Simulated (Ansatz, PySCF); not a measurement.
C$_{7}$H$_{9}$O (SMILES C[OH+]c1ccccc1), charge +1, singlet, at a GFN2-xTB geometry. Base run: B3LYP5/STO-3G in PySCF.

Here is a job for PySCF.
```python
from pyscf import gto, scf, dft

mol = gto.M(
    atom='''
C     2.685811    0.472331   -0.234266
O     1.709897    0.219008    0.813866
C     0.344716    0.032506    0.329072
C     0.012225   -1.198167   -0.203273
C    -1.287997   -1.389785   -0.644071
C    -2.215372   -0.364239   -0.547660
C    -1.856711    0.860261   -0.006760
C    -0.560314    1.070148    0.438432
H     3.664630    0.556672    0.235388
H     2.679160   -0.384062   -0.906371
H     2.449290    1.378692   -0.792241
H     1.705731    0.976358    1.436760
H     0.741414   -1.990327   -0.259349
H    -1.571682   -2.343386   -1.058987
H    -3.224918   -0.520789   -0.892514
H    -2.580714    1.655043    0.072102
H    -0.276235    2.021404    0.865440
''',
    basis='sto-3g',
    charge=1,
    spin=0,
    verbose=4,
)

mf = dft.RKS(mol)
mf.xc = 'b3lyp5'
mf.kernel()
```

The same geometry, method and basis name were run in Ansatz (an electronic-structure program) and PySCF, at each program's defaults and at the settings that a row names. The base is PySCF at its defaults. Differences at the defaults can come from grids, fitting, cores and function types together.

| code and settings | ΔE vs base (mEh) | basis functions | E (Eh) | SCF cycles |
|---|---|---|---|---|
| PySCF, defaults (exact integrals, its default grid, spherical functions) | 0.000 | 49 | -342.58210 | 10 |
| Ansatz, defaults (factorised integrals, its default grid, spherical functions) | 0.005 | 49 | -342.58210 | - |
| PySCF, density fitting with def2-universal-jkfit | ___ | 49 | ___ | 10 |
| PySCF, fine grid | -0.001 | 49 | -342.58210 | 10 |
| Ansatz, high accuracy | -0.001 | 49 | -342.58210 | - |

Question: Some entries are withheld; supply them.

Answer: 
- PySCF, density fitting with def2-universal-jkfit, ΔE vs base (mEh): -2.219
- PySCF, density fitting with def2-universal-jkfit, E (Eh): -342.58432
